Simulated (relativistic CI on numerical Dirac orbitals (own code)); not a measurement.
**Mn⁴⁺: resonant inelastic scattering at the L2,3 edge**

Computed with this model: Dirac-Coulomb-Breit CI, KLI orbitals optimised for each configuration, model QED, valence Slater integrals scaled by 0.9, Kramers-Heisenberg scattering through one core-hole configuration in a parametric crystal field; configurations [Ar] 3d3 → [He] 2s2 2p5 3s2 3p6 3d4; 300 K; core-hole width 0.6 eV; summed over polarisations. Incident energies are the highest absorption maxima for each field (at most a few, so the weaker spin-orbit partner edge can be absent), on the computed scale of the free ion. Intensities are in per cent of the strongest line above 0.02 eV; levels within 1 cm⁻¹ are merged; final levels count from the ground level, the first row holds all elastic scattering, lines under 0.4 are left out and each table stops after 24 rows. The scale of the Slater integrals is a model choice and moves the terms in proportion.

Field parameters in Wybourne normalisation: Oh B⁴₀ = 21Dq, B⁴₄ = √(5/14) B⁴₀. The field is a parameter set, without covalency.

S is read from ⟨S²⟩ = S(S + 1).

Oh, 10Dq = 5000 cm⁻¹:

```
Final level (eV)  Degeneracy  Irrep     S  648.2 eV  649 eV  649.7 eV
           0.000           4     Γ8  1.50    2231.6   871.3     508.4
           0.606           2     Γ7  1.50      53.9    53.3      26.1
           0.617           4     Γ8  1.50      91.9   100.0      80.0
           0.629           4     Γ8  1.50      57.1    93.1      53.6
           0.638           2     Γ6  1.50      10.6    12.9      25.9
           1.056           2     Γ7  1.50      11.5    54.0      58.7
           1.063           4     Γ8  1.50      39.4    87.7      75.5
           1.117           4     Γ8  1.50      12.6    29.8      28.2
           1.147           2     Γ6  1.50       7.1    14.1      26.8
           2.543           4     Γ8  0.50      17.4    27.9      63.7
           2.642           4     Γ8  0.51       7.1    27.8      50.1
           2.657           2     Γ6  0.50       2.8    19.7      31.6
           2.891           2     Γ6  0.52       0.4     6.3       5.3
           2.956           2     Γ6  1.48      13.7    58.9      20.4
           2.973           4     Γ8  1.47      14.3    54.8      12.2
           2.986           2     Γ7  0.54       7.6    14.8      18.1
           3.021           4     Γ8  1.01      13.3    39.9      43.3
           3.027           2     Γ7  1.48      12.1    10.5      14.9
           3.028           4     Γ8  1.16      11.4    33.1      72.9
           3.427           2     Γ6  0.51       4.4     8.9      17.2
           3.440           4     Γ8  0.51       8.2    17.9      28.3
           3.479           2     Γ7  0.50       4.9     8.2       7.0
           3.504           4     Γ8  0.52       3.5     7.2       9.8
           3.746           4     Γ8  0.50       3.1     6.6      12.5
```

Oh, 10Dq = 11300 cm⁻¹:

```
Final level (eV)  Degeneracy  Irrep     S  648.4 eV  649.4 eV  657.4 eV
           0.000           4     Γ8  1.50     684.4     498.5     269.2
           1.384           2     Γ7  1.50      22.0      22.2      12.3
           1.395           4     Γ8  1.50      33.8      31.0     100.0
           1.410           4     Γ8  1.50       5.1      15.1      16.5
           1.415           2     Γ6  1.50       1.4      11.1       9.2
           2.295           2     Γ7  1.50       7.2       6.8       3.9
           2.299           4     Γ8  1.50      10.6      13.2      35.1
           2.341           4     Γ8  1.49      11.7      24.3      16.0
           2.370           2     Γ6  1.49       6.1      12.9       4.2
           2.638           4     Γ8  0.51      10.6      13.7      21.1
           2.774           4     Γ8  0.52       6.3      13.9      17.7
           2.796           2     Γ6  0.51       2.0       6.1      13.3
           3.590           4     Γ8  0.50       7.0      29.5      37.4
           3.602           2     Γ7  0.50       4.8       4.3       6.4
           3.661           2     Γ6  0.51       0.6       1.5       3.7
           4.059           2     Γ6  1.44       2.6      16.2      17.7
           4.064           4     Γ8  1.33       5.9      16.9      24.1
           4.071           2     Γ7  0.59       4.9       3.5       7.2
           4.074           4     Γ8  0.71       5.0      12.1      13.6
           4.120           4     Γ8  1.47       2.5       2.5      27.9
           4.125           2     Γ7  1.45       0.7       4.0       3.5
           4.190           2     Γ6  0.61       1.2       6.6       3.7
           4.257           4     Γ8  0.63       3.3       3.5      10.0
           4.535           4     Γ8  0.51       1.0       2.3       6.0
```

Oh, 10Dq = 17550 cm⁻¹:

```csv
Final level (eV),Degeneracy,Irrep,S,648.7 eV,649.8 eV,657.5 eV
0.000,4,Γ8,1.50,482.7,373.6,387.0
2.158,2,Γ7,1.50,18.7,11.4,19.0
2.167,4,Γ8,1.50,26.1,20.6,100.0
2.181,4,Γ8,1.49,8.8,4.1,67.2
2.188,2,Γ6,1.50,4.0,0.4,41.6
2.691,4,Γ8,0.52,10.2,18.3,28.3
2.819,4,Γ8,0.52,9.1,17.5,37.1
2.845,2,Γ6,0.51,3.6,4.0,12.4
3.367,2,Γ7,1.49,2.0,5.2,6.9
3.373,4,Γ8,1.50,7.0,15.6,34.3
3.411,4,Γ8,1.49,9.1,14.1,11.0
3.423,2,Γ6,1.50,6.0,8.9,10.9
3.866,4,Γ8,0.51,8.7,14.6,52.2
3.895,2,Γ7,0.52,8.5,3.0,16.0
4.434,2,Γ6,0.51,0.9,1.1,5.1
4.849,2,Γ7,0.50,4.4,5.4,8.1
4.860,4,Γ8,0.50,6.7,14.2,15.3
4.951,2,Γ6,0.51,0.9,5.5,3.2
4.996,4,Γ8,0.54,2.9,6.0,16.0
5.285,4,Γ8,0.78,1.9,1.7,15.0
5.344,2,Γ6,1.49,1.3,2.5,11.1
5.355,4,Γ8,1.47,2.6,4.0,36.2
5.368,2,Γ7,1.50,1.4,0.2,8.0
5.388,4,Γ8,1.34,0.9,1.7,14.4
```

For the first field the strongest loss at the lowest incident energy is the level at 0.62 eV (S = 1.50, against 1.50 in the thermal ground state). Levels of other spin, the first over 8 % at 2.54 eV, appear because spin-orbit coupling of the core hole, and in heavier ions of the valence shell too, mixes spins.
